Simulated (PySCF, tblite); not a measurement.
Isomers of C7H11OPSi. Computed values, GFN2-xTB/tblite, gas phase, harmonic and unscaled. The method is semi-empirical: single wavenumbers can be off by several per cent or more. Modes of hydrogen on phosphorus and silicon can be 10 to 20 % off. One conformer each.

Electronic energies: PBE0/pcSseg-1 single points on the GFN2-xTB geometries (PySCF, gas phase).

```
                          SMILES  electronic energy, lowest = 0 (kcal/mol)
  C=CC1=CC(C)=C([SiH3])[P@@H]1=O                                       0.0
            C#CC#CC[Si@@H](P)COC                                      67.4
C=C[P@]1(=O)C=C[C@H]([SiH3])C=C1                                       0.7
            C#CC#CCC[Si@@H](P)OC                                      37.5
```

Problem. How do GFN2-xTB zero-point energies change the relative energies?

Solution. 
```tsv
SMILES	ZPE (kcal/mol)	of it from modes above 1550 cm⁻¹	electronic (kcal/mol)	with ZPE, lowest = 0 (kcal/mol)	lowest mode (cm⁻¹)	rings
C=CC1=CC(C)=C([SiH3])[P@@H]1=O	94.5	50.4	0.0	0.0	7i	1
C=C[P@]1(=O)C=C[C@H]([SiH3])C=C1	95.5	51.7	0.7	1.7	67	1
C#CC#CCC[Si@@H](P)OC	94.4	50.8	37.5	37.4	20	0
C#CC#CC[Si@@H](P)COC	93.6	50.4	67.4	66.5	15	0
```

The zero-point energies span 1.9 kcal/mol, from `C#CC#CC[Si@@H](P)COC` to `C=C[P@]1(=O)C=C[C@H]([SiH3])C=C1`. Slightly imaginary modes are left out of the zero-point energy: `C=CC1=CC(C)=C([SiH3])[P@@H]1=O` 7.3i cm⁻¹. The order is unchanged.

Problem. And how do the electronic energies of GFN2-xTB itself compare?

Solution. `C=CC1=CC(C)=C([SiH3])[P@@H]1=O` 0.0; `C=C[P@]1(=O)C=C[C@H]([SiH3])C=C1` 13.2; `C#CC#CCC[Si@@H](P)OC` 55.9; `C#CC#CC[Si@@H](P)COC` 93.7 kcal/mol, lowest = 0. Against the energies above, taken from the same isomer `C=CC1=CC(C)=C([SiH3])[P@@H]1=O`, the largest difference is 26.3 kcal/mol.
